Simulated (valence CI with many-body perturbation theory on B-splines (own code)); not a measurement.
# Hg41+: key properties

Calculated by configuration interaction combined with many-body perturbation theory (CI+MBPT): three valence electrons over a frozen Dirac-Fock core [Kr], a basis of 7 s, 7 p, 8 d, 6 f, 4 g, 1 h functions for each j, with the one-electron correlation potential Σ1 (screened to all orders), the two-electron term Σ2, the three-electron term Σ3, Breit, model QED; selected single and double excitations, second order for the rest, scaled by the run's own slope (own B-spline code, finite nucleus).

No measured spectrum was set against this ion. As an estimate, large intervals hold to a few tenths of a per cent, small ones and those within an open d or f shell to about a per cent. The list stops below the first excitations out of the core.

Levels are named by their leading jj configuration (3d3/2^4 stands for four electrons in 3d with j = 3/2), which in mixed levels can hold well under half, so a name can repeat and another be missing.

Rates and lifetimes use the calculated energies. Strong lines usually hold to 10 to 20 %, long lifetimes can be off by a factor of two.

What is the ground level?

(4d3/2^3) J=3/2, composition 46 % 4d3 4F + 38 % 4d3 2D + 11 % 4d3 2P, g = 0.716.

What is the ionisation energy?

1989.8 eV; NIST lists 1989 ± 4 eV (theoretical).

How well does LS coupling describe the low levels?

Among the lowest 19 levels the leading LS term, summed over configurations, holds 56 % on average. For single configurations the figures are 56 % in LS and 98 % in jj coupling. Terms mix most in the J = 3/2 level at 216950 cm⁻¹, where the leading one holds 39 %.

Name the longest-lived excited levels whose lifetime is computed, and their main decay.

(4d3/2^2 4d5/2) J=9/2 at 234120 cm⁻¹ lives 39.8 s, mostly by M1 to (4d3/2^2 4d5/2) J=7/2.
